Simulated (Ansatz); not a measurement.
A further run on Ta₂Si₂ (the lowest singlet isomer of a short search).

```yaml
crystal:
  periodic: [false, false, false]
  atoms:
    - {symbol: Ta, position_ang: [-0.831640, 0.984741, -0.030350]}
    - {symbol: Ta, position_ang: [0.780994, 0.907305, -1.598334]}
    - {symbol: Si, position_ang: [0.805088, -0.941376, 0.010237]}
    - {symbol: Si, position_ang: [-0.754431, -0.950669, 1.618447]}
basis:
  gaussian: {orbitals: def2-SVP}
hamiltonian: {xc: {name: CAM-B3LYP}}
scf: {omitted_lower_state_checks: [starts]}
output: {forces: true}
```

```sh
$ ansatz run in.yaml --threads 4 --pin off --events-out ev --progress --plain --max-ram 3916MiB
```

Shortened log:

```
Functional definition: CAM-B3LYP
966 factors; integrals over basis functions are off by at most 8.5e-4 eV
339 factors; integrals over basis functions are off by at most 8.2e-6 eV
mean field evaluation 1: about -18836.1615 eV, gradient 5.3e1 eV
mean field evaluation 2: about -18812.2478 eV, gradient 1.0e2 eV
mean field evaluation 4: about -18842.6759 eV, gradient 1.6e1 eV
mean field evaluation 8: about -18843.3024 eV, gradient 3.1e-1 eV
mean field evaluation 16: about -18843.3449 eV, gradient 1.2e-2 eV
mean field -18843.34487709 eV, -692.4801517550 hartree, gradient 5.0e-5 eV, S^2 0.000000; 0 other end points of the search recorded, 0 dependent functions left out
reference -18843.34497956 eV, -692.4801555208 hartree; 27, 27 occupied and 73, 73 virtual orbitals, 966 factors
Total energy: -18843.34497956 eV, -692.4801555208 hartree
Atom 0 at    -0.831640     0.984741    -0.030350 Å, force     0.114224    -0.016616    -0.091995 eV/Å
Atom 1 at     0.780994     0.907305    -1.598334 Å, force    -0.158500     0.081290     0.079950 eV/Å
Atom 2 at     0.805088    -0.941376     0.010237 Å, force    -0.111996    -0.128594     0.238392 eV/Å
Atom 3 at    -0.754431    -0.950669     1.618447 Å, force     0.156271     0.063921    -0.226346 eV/Å
Dipole moment:    -0.132979     0.820107    -0.594221 e Å
Checks for a lower state left out: starts
```

Hardware: 4 threads of Arm Neoverse V1 on a shared host. Wall time 3.2 s.

In the def2 sets Ta takes a core potential; there is no spin–orbit coupling. The restricted singlet is unstable towards broken spin symmetry at other levels; at RKS CAM-B3LYP/def2-SVP this wasn't settled.
